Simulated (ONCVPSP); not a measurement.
PBE ONCV dataset for C, scalar-relativistic all-electron reference.

C (Z = 6), optimised norm-conserving Vanderbilt (ONCV), made with ONCVPSP 4.0.1 (PBE, scalar-relativistic). Core [He], reference 2s2 2p2. Waves: 2s: rc 1.10 bohr, ncon 4, nbas 9, qcut 6.2 1/bohr, local; 2p: rc 1.65 bohr, ncon 5, nbas 10, qcut 9.3 1/bohr, 2 projectors, debl 2.8 Ha; d scattering state at 0.41 Ha: rc 1.50 bohr, ncon 5, nbas 8, qcut 5.9 1/bohr, 2 projectors, debl 0.9 Ha. Local part: the s channel. Core correction: Teter function, fcfact 2.25, rcfact 1.25.

All-electron outer shells of the reference configuration (PBE, scalar-relativistic, ld1.x):

```tsv
shell	level (eV)	outermost node (bohr)	outermost maximum (bohr)
1s	-273.38	–	0.17
2s	-13.75	0.38	1.22
2p	-5.29	–	1.20
```

Calculated quality:

- Cutoffs needed: 24 Ha and 75 Ha (the cutoffs (Ha) at which the residual kinetic energy of the hardest occupied pseudo-wave falls to 1 and 0.1 mHa per electron)
- Ghost test: no bound ghost flagged; no localised positive-energy state flagged
- Largest excitation error: +356 meV (all-electron minus pseudo) for 2s1 2p0, out of 4 test configurations
- rms error of d²Exc/dni dnj: 2.14 mHa without and 1.91 mHa with the model core

Generation and tests took about 3.5 s on one core of a shared server CPU.
